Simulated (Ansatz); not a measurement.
Computed with Ansatz on PBE0-D4/def2-TZVP structures; ΔE is electronic, products minus reactants. CBS: MP2 limit from def2 TZ/QZ plus the TZ coupled-cluster correction, frozen cores. DFT in def2-TZVPP. B3LYP here is the variant with VWN-RPA as its local correlation; programs differ in this. One conformer a species, not always the lowest.

Reaction (formal exchange of groups at the Si–N bond): `CN[SiH]([SiH3])Cl` + `C[NH][AlH][NH2]` → `[NH2][AlH][SiH]([SiH3])Cl` + `CNNC`

| level | ΔE (kJ/mol) | difference from CCSD(T)/CBS |
| --- | --- | --- |
| PBE-D4 | 252.5 | -34.1 |
| B3LYP-D4 | 280.9 | -5.7 |
| ωB97X-V | 274.1 | -12.5 |
| B3LYP | 278.2 | -8.4 |
| HF/def2-TZVPP | 295.8 | 9.2 |
| MP2/def2-TZVPP | 301.4 | 14.8 |
| SCS-MP2/def2-TZVPP | 297.8 | 11.2 |
| HF/def2-QZVPP | 298.6 | 12.0 |
| SCS-MP2/def2-QZVPP | 300.8 | 14.2 |
| CCSD/CBS(def2) | 289.7 | 3.1 |
| CCSD(T)/CBS | 286.6 | 0 |

Largest T1 diagnostic among the species: 0.012.

From PBE to PBE0 (25 % exact exchange), in def2-TZVPP and without D4, ΔE moves by +10.1 kJ/mol.
